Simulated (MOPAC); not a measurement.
MOPAC input (PM6):

```
PM6 PRECISE GNORM=0.05 LET XYZ CHARGE=1 GEO-OK AUX(PRECISION=9) THREADS=1
HB2O2

O    -0.00000000 1   -0.00000000 1   -1.91661500 1
B    -0.00000000 1   -0.00000000 1   -0.70071900 1
B     0.00000000 1    0.00000000 1    0.93800600 1
O     0.00000000 1    0.00000000 1    2.12915900 1
H    -0.00000000 1   -0.00000000 1   -2.88678600 1
```

Output:

```
 *******************************************************************************
 **                                                                           **
 **                              MOPAC v23.2.5                                **
 **                                                                           **
 *******************************************************************************
 ** MOPAC's Digital Object Identifier: https://doi.org/10.5281/zenodo.6511958 **
 **                                                                           **
 ** Please cite the open-source release paper for use of this MOPAC version:  **
 ** J. E. Moussa and J. J. P. Stewart (2026)                                  **
 ** MOPAC: An open-source semiempirical molecular orbital program             **
 ** J. Open Source Softw., 11(119), 8025, https://doi.org/10.21105/joss.08025 **
 *******************************************************************************

                              PM6 CALCULATION RESULTS

 *******************************************************************************
 *  PM6        - The PM6 Hamiltonian to be used
 *  GEO-OK     - OVERRIDE INTERATOMIC DISTANCE AND OTHER SAFETY CHECKS
 *
 *
 *
 *                 CHARGE ON SYSTEM = +1
 *
 *
 *
 *  LET        - OVERRIDE SOME SAFETY CHECKS
 *  PRECISE    - TIGHTER CRITERIA TO BE USED
 *  XYZ        - CARTESIAN COORDINATE SYSTEM TO BE USED
 *  GNORM      - EXIT WHEN GRADIENT NORM DROPS BELOW 0.050
 *  AUX        - OUTPUT AUXILIARY INFORMATION
 *******************************************************************************
PM6 PRECISE GNORM=0.05 LET XYZ CHARGE=1 GEO-OK AUX(PRECISION=9) THREADS=1
 HB2O2

   ATOM   CHEMICAL          X               Y               Z
  NUMBER   SYMBOL      (ANGSTROMS)     (ANGSTROMS)     (ANGSTROMS)

     1       O         -0.00000000  *  -0.00000000  *  -1.91661500  *
     2       B         -0.00000000  *  -0.00000000  *  -0.70071900  *
     3       B          0.00000000  *   0.00000000  *   0.93800600  *
     4       O          0.00000000  *   0.00000000  *   2.12915900  *
     5       H         -0.00000000  *  -0.00000000  *  -2.88678600  *

          CARTESIAN COORDINATES

    NO.       ATOM           X           Y           Z

     1         O         -0.0000     -0.0000     -1.9166
     2         B         -0.0000     -0.0000     -0.7007
     3         B          0.0000      0.0000      0.9380
     4         O          0.0000      0.0000      2.1292
     5         H         -0.0000     -0.0000     -2.8868

 General Reference for PM6:
 "Optimization of Parameters for Semiempirical Methods V: Modification of NDDO Approximations
 and Application to 70 Elements", J. J. P. Stewart, J. Mol. Mod., 13, 1173-1213 (2007)
 URL: https://link.springer.com/article/10.1007/s00894-007-0233-4

           Empirical Formula: H O2 B2  =     5 atoms

      MOLECULAR POINT GROUP   :   C*v

      RHF CALCULATION, NO. OF DOUBLY OCCUPIED LEVELS = 9

          Geometry optimization using EF

          DIAGONAL MATRIX USED AS START HESSIAN

 CYCLE:     1  GRAD.:    50.504 HEAT:  81.76160
 CYCLE:     2  GRAD.:   627.538 HEAT:  130.4078
 CYCLE:     3  GRAD.:   388.101 HEAT:  105.1992
 CYCLE:     4  GRAD.:   437.501 HEAT:  100.2551
 CYCLE:     5  GRAD.:   162.189 HEAT:  86.79645
 CYCLE:     6  GRAD.:    75.894 HEAT:  81.79767
 CYCLE:     7  GRAD.:    27.827 HEAT:  81.38172
 CYCLE:     8  GRAD.:    44.288 HEAT:  81.33214
 CYCLE:     9  GRAD.:     7.310 HEAT:  80.96042
 CYCLE:    10  GRAD.:     1.196 HEAT:  80.94226
 CYCLE:    11  GRAD.:     0.275 HEAT:  80.94070
 CYCLE:    12  GRAD.:     0.056 HEAT:  80.94069
 CYCLE:    13  GRAD.:     0.001 HEAT:  80.94069

     GRADIENT =  0.00100 IS LESS THAN CUTOFF =  0.05000

 -------------------------------------------------------------------------------
 PM6 PRECISE GNORM=0.05 LET XYZ CHARGE=1 GEO-OK AUX(PRECISION=9) THREADS=1
 HB2O2

     GEOMETRY OPTIMISED USING EIGENVECTOR FOLLOWING (EF).
     SCF FIELD WAS ACHIEVED

                              PM6 CALCULATION
                                                       MOPAC v23.2.5 Linux

          FINAL HEAT OF FORMATION =         80.94069 KCAL/MOL =     338.65584 KJ/MOL

          COSMO AREA              =         90.34 SQUARE ANGSTROMS
          COSMO VOLUME            =         71.19 CUBIC ANGSTROMS

          GRADIENT NORM           =          0.00100          =       0.00045 PER ATOM
          IONIZATION POTENTIAL    =         18.444025 EV
          HOMO LUMO ENERGIES (EV) =        -18.444 -6.723
          NO. OF FILLED LEVELS    =          9
          MOLECULAR WEIGHT        =         54.6267         POINT GROUP:  C*v

          MOLECULAR DIMENSIONS (Angstroms)

            Atom       Atom       Distance
            H     5    O     4     4.93829
            B     2    O     4     0.00000
            B     2    B     3     0.00000

          SCF CALCULATIONS        =         14

   ATOM   CHEMICAL          X               Y               Z
  NUMBER   SYMBOL      (ANGSTROMS)     (ANGSTROMS)     (ANGSTROMS)

     1       O          0.00000000  *   0.00000000  *  -1.91020393  *
     2       B          0.00000000  *   0.00000000  *  -0.68516710  *
     3       B          0.00000000  *  -0.00000000  *   0.92791758  *
     4       O         -0.00000000  *  -0.00000000  *   2.10486385  *
     5       H         -0.00000000  *  -0.00000000  *  -2.83342448  *

                             CARTESIAN COORDINATES

   1    O        0.000000000     0.000000000    -1.910203935
   2    B        0.000000000     0.000000000    -0.685167105
   3    B        0.000000000    -0.000000000     0.927917577
   4    O       -0.000000000    -0.000000000     2.104863850
   5    H       -0.000000000    -0.000000000    -2.833424478

           Empirical Formula: H O2 B2  =     5 atoms

      MOLECULAR POINT GROUP   :   C*v

                  EIGENVALUES
 -38.78937 -36.39079 -29.58896 -22.14921 -22.14921 -21.91221 -18.78646 -18.78646
 -18.44403  -6.72313  -5.69176  -5.69176  -3.00729  -3.00729  -2.99546  -0.98459
   0.01383

              NET ATOMIC CHARGES AND DIPOLE CONTRIBUTIONS

  ATOM NO.   TYPE          CHARGE      No. of ELECS.   s-Pop       p-Pop
    1          O          -0.377385        6.3774     1.50555     4.87184
    2          B           0.750081        2.2499     1.08467     1.16525
    3          B           0.435760        2.5642     0.94768     1.61656
    4          O          -0.240772        6.2408     1.77071     4.47006
    5          H           0.432317        0.5677     0.56768
 DIPOLE           X         Y         Z       TOTAL
 POINT-CHG.    -0.000    -0.000    -5.635     5.635
 HYBRID        -0.000     0.000    -1.174     1.174
 SUM           -0.000     0.000    -6.809     6.809

          ATOMIC ORBITAL ELECTRON POPULATIONS

     Atom    s        px        py        pz
    1  O   1.50555   1.76236   1.76236   1.34711
    2  B   1.08467   0.24565   0.24565   0.67395
    3  B   0.94768   0.46848   0.46848   0.67960
    4  O   1.77071   1.52351   1.52351   1.42305
    5  H   0.56768

 **********************
 *                    *
 * JOB ENDED NORMALLY *
 *                    *
 **********************

 == MOPAC DONE ==
```

The dipole moment of an ion depends on the origin.

The geometry given is a B3LYP-D3(BJ)/def2-TZVP minimum.
